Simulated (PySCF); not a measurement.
3-cyanophenol, C7H5NO.
Numbering: `[N:1]#[C:2][c:3]1[cH:4][cH:5][cH:6][c:7]([OH:8])[cH:9]1` (hydrogens: H10 on C4; H11 on C5; H12 on C6; H13 on O8; H14 on C9)

Computed by this run: PBE0-D3(BJ)/def2-SVP geometry optimisation, gas phase (PySCF 2.14.0); density fitting, grid level 2; the optimiser is geomeTRIC in internal coordinates, started from a GFN2-xTB structure.

Step 0: E = -10856.6144 eV
```
atom  x, y, z in Å  |  force x, y, z in eV/Å
N1      3.3069   -1.6606   -0.3561    1.483  -0.873  -0.183
C2      2.3235   -1.0837   -0.2368   -0.797   0.456   0.094
C3      1.1110   -0.3712   -0.0875   -0.271   0.198   0.043
C4      1.1386    0.9963    0.1789    0.077  -0.026  -0.005
C5     -0.0562    1.6787    0.3235   -0.031  -0.097  -0.019
C6     -1.2643    1.0183    0.2077   -0.052  -0.154  -0.031
C7     -1.2928   -0.3508   -0.0571   -0.605  -0.387  -0.061
O8     -2.5017   -0.9550   -0.1579    0.240   0.193   0.029
C9     -0.1023   -1.0476   -0.2067   -0.048   0.046   0.009
H10     2.0861    1.5050    0.2696    0.370   0.201   0.034
H11    -0.0451    2.7379    0.5297   -0.009   0.472   0.091
H12    -2.2016    1.5396    0.3186   -0.436   0.234   0.053
H13    -2.3935   -1.8976   -0.3340    0.068   0.117   0.017
H14    -0.1095   -2.1097   -0.4142    0.011  -0.382  -0.072
```

**Question.** Estimate the geometry and energy of step 1. (The exact step hangs on the optimiser's Hessian estimate; all steps are aligned on step 0, rigid shifts and turns removed.)

**Answer.** E = -10856.6562 eV, largest force 0.097 eV/Å
```
atom  x, y, z in Å  |  force x, y, z in eV/Å
N1      3.3342   -1.6839   -0.3635    0.019  -0.016  -0.003
C2      2.3417   -1.0980   -0.2390   -0.004   0.006   0.002
C3      1.1160   -0.3727   -0.0849    0.005   0.000  -0.004
C4      1.1436    1.0015    0.1784    0.061   0.026   0.007
C5     -0.0621    1.6821    0.3248   -0.005   0.079   0.015
C6     -1.2767    1.0181    0.2117   -0.053   0.018   0.007
C7     -1.3042   -0.3569   -0.0544    0.045   0.082  -0.004
O8     -2.5066   -0.9472   -0.1605   -0.037  -0.058   0.000
C9     -0.1041   -1.0525   -0.2018   -0.026  -0.092  -0.013
H10     2.0994    1.5206    0.2651   -0.022  -0.012   0.001
H11    -0.0545    2.7557    0.5309   -0.003  -0.039  -0.006
H12    -2.2269    1.5450    0.3250    0.029  -0.016  -0.006
H13    -2.3928   -1.8857   -0.3455   -0.015  -0.008   0.000
H14    -0.1078   -2.1266   -0.4086    0.005   0.029   0.004
```

The energy changes by -0.0417 eV. The first-order estimate −F·Δx gives -0.0858 eV and the mean of the old and new forces, exact on a quadratic surface, -0.0423 eV. The step makes an angle of 57° with the force vector and moves no atom by more than 0.037 Å.

What follows is the cost of the whole optimisation. Time: 25 s wall; peak memory 0.74 GiB. Hardware: one thread of an AMD EPYC 9R45, shared host with 96 logical CPUs at a one-minute load of 12.
